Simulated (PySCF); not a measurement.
## Bond length, frequency and bond energy of BePb⁺ by level of theory

State: ²Π (doublet), unpaired electrons π ↑. Set-up: Be aug-cc-pVDZ, Pb aug-cc-pVDZ-PP with ECP60; scalar-relativistic core potentials (PySCF 2.14). De refers to Be + Pb⁺ in their high-spin ground configurations, without counterpoise correction. The functionals are run spin-unrestricted. A positive dipole points towards Pb; it is taken about the centre of mass and depends on that origin.

```csv
Level,Re (Å),ωe (cm⁻¹),De (eV),μ (D)
ROHF,2.830,236,n/a,-5.54
ROHF-MP2,2.657,300,n/a,n/a
ROHF-SCS-MP2,2.706,276,n/a,n/a
ROHF-CCSD,2.711,281,n/a,n/a
ROHF-CCSD(T),2.686,293,n/a,n/a
PBE,2.613,337,n/a,-4.89
r²SCAN,2.607,336,n/a,-5.26
PBE0,2.620,325,n/a,-5.18
r²SCAN0,2.619,322,n/a,-5.42
M06,2.628,331,n/a,-5.13
HSE06,2.619,328,n/a,-5.19
B2PLYP,2.640,307,n/a,-5.42
```

(1) What does a quarter of exact exchange do here, going from PBE to PBE0?

(2) What does a quarter of exact exchange do here, going from r²SCAN to r²SCAN0?

(3) What does second-order correlation do here, going from ROHF to ROHF-MP2?

Correlated steps freeze 4 core orbitals. These are scalar-relativistic numbers at best; spin–orbit coupling would shift them, the dissociation energy most. B2PLYP dipoles, levels and charges come from its SCF part alone. The state was picked by a PBE0 search and need not be the measured ground state.

The whole job (state search and all levels along the bond) took about 3 min on 1 thread of Oxide Virtual Turin-like (shared host), peak memory 0.79 GiB.

## Answers

(1) PBE0 less PBE: +0.7 pm in Re, -3.6 % in ωe. Exact exchange removes part of the self-interaction that spreads semilocal densities, and in most molecules shortens and stiffens the bond and lowers De; here Re and ωe go the other way.

(2) r²SCAN0 less r²SCAN: +1.2 pm in Re, -4.2 % in ωe. Exact exchange removes part of the self-interaction that spreads semilocal densities, and in most molecules shortens and stiffens the bond and lowers De; here Re and ωe go the other way.

(3) ROHF-MP2 less ROHF: -17.3 pm in Re, +27.1 % in ωe. Correlation nearly always deepens the well. The bond shortens, as in weak, metallic or heavy-atom bonds, where dispersion and the correlation of outer-core electrons pull the atoms together.
